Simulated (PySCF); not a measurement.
Mass spectrum arithmetic for (Br2In-mu-NH2)2

Species: Br4H4In2N2.

Calculated from isotope tables alone.

Q: Find the molar and monoisotopic masses of Br4H4In2N2.

A: For Br4H4In2N2, with standard atomic weights, 2 × 114.818 + 4 × 79.904 + 2 × 14.007 + 4 × 1.008 = 581.298 g/mol. From the most abundant isotopes (115In, 79Br, 14N, 1H), 2 × 114.903878 + 4 × 78.918337 + 2 × 14.003074 + 4 × 1.007825 = 577.5186 u.

Q: Work out the cluster of the molecular ion M+•, one line a nominal mass.

A: 
```json
{"nominal mass": "576", "m/z (centroid)": "575.5180", "relative intensity": "1.6"}
{"nominal mass": "578", "m/z (centroid)": "577.5175", "relative intensity": "22.6"}
{"nominal mass": "579", "m/z (centroid)": "578.5151", "relative intensity": "0.2"}
{"nominal mass": "580", "m/z (centroid)": "579.5157", "relative intensity": "73.3"}
{"nominal mass": "581", "m/z (centroid)": "580.5133", "relative intensity": "0.6"}
{"nominal mass": "582", "m/z (centroid)": "581.5138", "relative intensity": "100.0"}
{"nominal mass": "583", "m/z (centroid)": "582.5114", "relative intensity": "0.8"}
{"nominal mass": "584", "m/z (centroid)": "583.5118", "relative intensity": "62.6"}
{"nominal mass": "585", "m/z (centroid)": "584.5094", "relative intensity": "0.5"}
{"nominal mass": "586", "m/z (centroid)": "585.5098", "relative intensity": "14.9"}
{"nominal mass": "587", "m/z (centroid)": "586.5074", "relative intensity": "0.1"}
```

Cut off at 0.1 %. One electron mass, 0.00055 u, is taken off. Abundances used (%; other tables differ somewhat): 113In 4.29, 115In 95.71; 79Br 50.69, 81Br 49.31; 14N 99.632, 15N 0.368; 1H 99.9885, 2H 0.0115.

Q: What is the composition by mass?

A: In 39.50 %, Br 54.98 %, N 4.82 %, H 0.69 %.

Q: What share of all molecules is the monoisotopic species?

A: 0.9571^2 × 0.5069^4 × 0.99632^2 × 0.999885^4 = 6.00 %.

Q: List the species in which a single atom is changed from its most abundant isotope.

A: Intensity in % of the monoisotopic species:

```csv
isotope,mass shift (u),m/z,intensity (%)
113In,-1.99982,575.5182,8.96
15N,+0.99703,578.5150,0.74
2H,+1.00628,578.5243,0.05
81Br,+1.99795,579.5160,389.11
```

Species under 0.02 % are left out.
